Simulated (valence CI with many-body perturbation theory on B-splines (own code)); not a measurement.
**I XL: calculated level list**

Level of theory: valence CI with perturbative core correlation (CI+MBPT): four valence electrons over a frozen Dirac-Fock core [Ne], radial functions for each j: 11 s, 11 p, 10 d, 8 f, 5 g, 2 h, with the one-electron correlation potential Σ1, the two-electron term Σ2, the three-electron term Σ3, Breit, model QED; selected CI, second order for the rest, scaled by the run's own slope (own B-spline code, finite nucleus).

No measured spectrum was set against this ion. As an estimate, large intervals hold to a few tenths of a per cent, small ones and those within an open d or f shell to about a per cent. Among the levels kept, up to 720 cm⁻¹ of a level comes from second order outside the variational space, and about a tenth of that is noise between levels of different J, which matters for small intervals.

Levels 91 to 135 of 171, with energies above the lowest level, (3s^2 3p1/2^2) J=0. "Leading %" is the weight of the configuration and term that name the level; weights of strongly mixed levels are sums over their largest components and can fall short. In the jj column 3d3/2^4 stands for four electrons in 3d with j = 3/2. Lifetimes count E1, E2, E3, M1 and M2 decay at the calculated energies, and are blank where another channel may lead or the interval is too uncertain; long ones can be off by a factor of two.

```csv
No.,Configuration,Term,J,E (eV),Leading %,Leading jj,Lifetime
91,3s3p²3d,³D,2,505.63,15,3s 3p3/2^2 3d3/2 (67 %),1.29 ps
92,3p³3d,³F°,3,506.23,27,3p1/2^2 3p3/2 3d3/2 (77 %),6.26 ps
93,3s3p²3d,³F,4,507.44,42,3s 3p3/2^2 3d5/2 (68 %),2.58 ps
94,3p³3d,⁵D°,1,508.32,30,3p1/2^2 3p3/2 3d3/2 (87 %),5.31 ps
95,3s3p²3d,¹D,2,511.98,59,3s 3p3/2^2 3d5/2 (83 %),3.77 ps
96,3s3p²3d,¹F,3,517.04,42,3s 3p3/2^2 3d5/2 (73 %),1.85 ps
97,3s3p²3d,¹D,2,518.43,20,3s 3p3/2^2 3d5/2 (53 %),1.79 ps
98,3s3p3d²,⁵G°,2,519.34,70,3s 3p1/2 3d3/2^2 (83 %),9.53 ps
99,3s²3d²,¹S,0,519.68,64,3s^2 3d5/2^2 (71 %),2.09 ps
100,3p³3d,³F°,4,522.13,39,3p1/2^2 3p3/2 3d5/2 (89 %),6.58 ps
101,3s3p²3d,³P,1,522.87,44,3s 3p3/2^2 3d5/2 (82 %),1.65 ps
102,3p³3d,³D°,2,524.94,34,3p1/2^2 3p3/2 3d5/2 (77 %),5.70 ps
103,3s3p3d²,⁵G°,3,526.95,53,3s 3p1/2 3d3/2^2 (64 %),10.8 ps
104,3p³3d,³G°,3,532.85,17,3p1/2^2 3p3/2 3d5/2 (58 %),6.08 ps
105,3s3p²3d,¹D,2,533.04,52,3s 3p3/2^2 3d5/2 (80 %),1.46 ps
106,3p³3d,³D°,1,541.32,21,3p1/2^2 3p3/2 3d5/2 (59 %),6.11 ps
107,3s3p3d²,⁵D°,0,542.76,72,3s 3p1/2 3d3/2^2 (71 %),3.09 ps
108,3s3p3d²,⁵G°,3,542.83,20,3s 3p1/2 3d3/2 3d5/2 (71 %),8.58 ps
109,3s3p3d²,⁵G°,4,543.16,61,3s 3p1/2 3d3/2 3d5/2 (85 %),12.6 ps
110,3s3p3d²,⁵F°,2,544.19,25,3s 3p1/2 3d3/2 3d5/2 (73 %),6.21 ps
111,3s3p3d²,⁵F°,1,545.39,51,3s 3p1/2 3d3/2^2 (57 %),2.77 ps
112,3s3p3d²,⁵D°,1,548.93,53,3s 3p1/2 3d3/2^2 (71 %),3.14 ps
113,3s3p3d²,⁵P°,1,551.32,49,3s 3p1/2 3d3/2 3d5/2 (62 %),4.32 ps
114,3s3p3d²,⁵F°,2,551.73,19,3s 3p1/2 3d3/2^2 (60 %),2.00 ps
115,3p⁴,³P,0,551.96,37,3p3/2^4 (63 %),1.08 ps
116,3p³3d,⁵D°,0,554.46,33,3p1/2 3p3/2^2 3d3/2 (43 %),6.59 ps
117,3s3p3d²,³G°,5,555.02,36,3s 3p1/2 3d3/2 3d5/2 (74 %),10.6 ps
118,3p³3d,⁵D°,1,555.87,25,3p1/2 3p3/2^2 3d3/2 (46 %),4.27 ps
119,3s3p3d²,³H°,4,555.90,26,3s 3p1/2 3d3/2 3d5/2 (66 %),9.17 ps
120,3s3p3d²,⁵D°,2,555.98,24,3s 3p1/2 3d3/2 3d5/2 (63 %),6.16 ps
121,3s3p3d²,³G°,3,556.25,21,3s 3p1/2 3d3/2 3d5/2 (70 %),5.77 ps
122,3s3p3d²,⁵D°,4,565.19,49,3s 3p1/2 3d5/2^2 (65 %),4.55 ps
123,3s3p3d²,⁵D°,3,565.90,34,3s 3p1/2 3d3/2 3d5/2 (74 %),2.71 ps
124,3s3p3d²,³F°,4,570.26,25,3s 3p1/2 3d3/2 3d5/2 (39 %),4.97 ps
125,3s3p3d²,⁵D°,2,570.75,23,3s 3p1/2 3d3/2 3d5/2 (75 %),2.26 ps
126,3p³3d,⁵D°,3,571.63,32,3s 3p1/2 3d3/2 3d5/2 (37 %),3.28 ps
127,3p³3d,³F°,2,573.25,44,3p1/2 3p3/2^2 3d3/2 (54 %),3.95 ps
128,3s3p3d²,⁵P°,2,573.92,23,3s 3p1/2 3d3/2 3d5/2 (43 %),2.61 ps
129,3s3p3d²,⁵G°,5,574.51,29,3s 3p1/2 3d5/2^2 (62 %),11.2 ps
130,3s3p3d²,³D°,1,575.94,9,3s 3p1/2 3d3/2 3d5/2 (51 %),2.23 ps
131,3s3p3d²,³F°,2,577.04,28,3s 3p1/2 3d5/2^2 (68 %),4.36 ps
132,3p³3d,³D°,3,577.42,42,3p1/2 3p3/2^2 3d3/2 (37 %),3.85 ps
133,3s3p3d²,³H°,4,578.70,34,3s 3p1/2 3d5/2^2 (35 %),5.29 ps
134,3s3p3d²,³G°,3,579.61,24,3s 3p1/2 3d3/2 3d5/2 (32 %),3.66 ps
135,3p³3d,¹G°,4,583.72,56,3p1/2 3p3/2^2 3d3/2 (59 %),3.76 ps
```

Where two levels of one J and parity lie close, their mixing, g and order are uncertain.
